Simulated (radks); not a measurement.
Question: These are the eigenvalues of the occupied orbitals of an atom or ion with whole-number occupations (hartree). Calculated with a radial shooting solver on a logarithmic mesh with Libxc functionals: non-relativistic Kohn-Sham, PBE, spin-polarised, spherical densities, point nucleus.

1s up: -2283.324
2s up: -533.1574
2s down: -529.2223
2p up: -526.4282
3s up: -228.9629

Which element is it, and in what charge state? The configuration may be excited. Open shells, if any, are filled with parallel spins first.

Answer: Z = 69, thulium, charge +62: Tm62+ in 1s1 2s2 2p3 3s1. The list shows which subshells hold electrons but not how many an open one holds; the 1s level, -2283.3 hartree, gives Z - s = 67.6 by -(Z - s)^2/2, which with screening narrows Z to a few neighbours, and the depths of the outer levels then fix element, charge and occupations together.
